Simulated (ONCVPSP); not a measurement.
**W: one change to an ONCV potential, before and after**

ONCVPSP 4.0.1 input, shortened (lines: element, Z, core and valence counts, functional; n l f; lmax; l rc ep ncon nbas qcut; lloc lpopt rc5 dvloc0; l nproj debl; icmod fcfact rcfact), PBEsol, scalar-relativistic:

```
  W 74.00   10    4  -116133      upf
    1    0    2.00
    2    0    2.00
    2    1    6.00
    3    0    2.00
    3    1    6.00
    3    2   10.00
    4    0    2.00
    4    1    6.00
    4    2   10.00
    4    3   14.00
    5    0    2.00
    5    1    6.00
    5    2    5.00
    6    0    1.00
    2
    0    1.80    0.00    4    7    6.00
    1    1.45    0.00    3    8    8.80
    2    1.75    0.00    4    8    5.80
    4    5    1.40    0.00
    0    2    2.50
    1    3    3.60
    2    3    3.70
    2    0.55    0.85
```

All-electron outer shells of the reference configuration (PBEsol, scalar-relativistic, ld1.x):

| shell | level (eV) | outermost node (bohr) | outermost maximum (bohr) |
| --- | --- | --- | --- |
| 5s | -77.17 | 0.53 | 0.96 |
| 5p | -41.42 | 0.57 | 1.09 |
| 4f | -31.27 | – | 0.43 |
| 6s | -5.18 | 1.28 | 2.71 |
| 5d | -3.34 | 0.63 | 1.52 |

Change: all radii but the core radius scaled by about 1.18 (s 2.12, p 1.72, d 2.06 bohr); local potential polynomial inside 1.66 bohr (lpopt 5, dvloc0 0 Ha).

Cutoffs: the cutoffs (Ha) at which the residual kinetic energy of the hardest occupied pseudo-wave falls to 1 and 0.1 mHa per electron; they do not see the model core or the augmentation charge, which bear on the density cutoff. Errors are all-electron minus pseudo energies relative to the spin-unpolarised reference configuration.

Task: What does the change do?

Result: The potential gets softer (27 Ha and 33 Ha → 23 Ha and 28 Ha); of the 4 tests that both files solve, the error grows in 3 and shrinks in 0 by more than 15 % and 0.3 meV (median size 1.1 → 1.6 meV); neither file shows a bound ghost. A larger radius leaves more room for a smooth pseudo-wave, so fewer plane waves are needed. More of the atom is replaced by a form fitted at one configuration, so other configurations suffer.

```csv
quantity,base,changed
"cutoff, loose",27 Ha,23 Ha
"cutoff, tight",33 Ha,28 Ha
loose cutoff by channel,"s 14 Ha, p 27 Ha, d 14 Ha","s 10 Ha, p 23 Ha, d 13 Ha"
bound ghosts,none,none
GHOST(+) flags under 300 eV,s at 179.2 eV,none
"error for 5s2 5p6 5d4 6s2, meV [ΔE -1.54 eV]",-0.5,-1.6
"error for 5s2 5p6 5d4 6s1, meV [ΔE 7.38 eV]",-0.4,-0.8
"error for 5s2 5p6 5d4 6s0, meV [ΔE 23.08 eV]",-4.2,-5.3
"error for 5s2 5p6 5d4 6s1 6p1, meV [ΔE 3.00 eV]",+1.6,+1.5
"rms error of d²Exc/dni dnj with the model core, mHa",0.91,1.10
```
